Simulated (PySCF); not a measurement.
Gas-phase reaction: 2 Ga(CH₃)₃ + 2 CH₃Cl → GaHCl₂ + GaH₃ + 2 C₄H₁₀ (n-butane)

Energies from PySCF, thermal terms from the rigid-rotor harmonic-oscillator model, ideal gas at 1 bar. S°(298 K) at PBE0/def2-TZVP differs from the NASA 1993 table for C₄H₁₀ (n-butane) (-9 J/mol/K); whether the harmonic model or the table's entry is off was not settled. † marks an energy on the PBE0/def2-TZVP geometry and frequencies; other levels use their own. MP2 and CCSD(T) freeze the core. 6-31G* has spherical d functions here. All species are closed-shell singlets. Ga: all electrons, no relativistic terms. Methyl groups turn as free rotors in Ga(CH₃)₃. GaHCl₂, GaH₃: computed as isolated molecules; such fragments, hydroxides, amides, oligomers or adducts are transient or little studied in the gas. MP2 isn't extrapolated to the basis-set limit; its ΔH°(298 K) is -259.5 kJ in def2-SVP and -160.0 kJ in def2-TZVPP. CCSD(T) isn't extrapolated to the basis-set limit. The harmonic model lacks anharmonicity and excited electronic states, which grow with temperature; levels with a mode under 35 cm⁻¹ are left out. Internal rotation in C₄H₁₀ (n-butane) is treated as a harmonic vibration of one conformer, which makes the entropy rough.

```
level              ΔE electronic, kJ  ΔH°(298 K), kJ  ΔS°(298 K), J/K  ΔG°(2000 K), kJ
-----------------  -----------------  --------------  ---------------  ---------------
CCSD(T)/def2-SVP†               -277            -271              -61             -161
HF/6-31G*                       -262            -257              -62             -148
HF/def2-TZVP†                   -253            -247              -61             -137
MP2/def2-SVP†                   -266            -259              -61             -150
MP2/def2-TZVPP†                 -166            -160              -61              -51
PBE0/def2-SVP†                  -244            -238              -61             -128
LDA/def2-TZVP†                  -195            -189              -61              -79
```
ΔH° is lowest at CCSD(T)/def2-SVP† and highest at MP2/def2-TZVPP†. No reference value is set beside these.
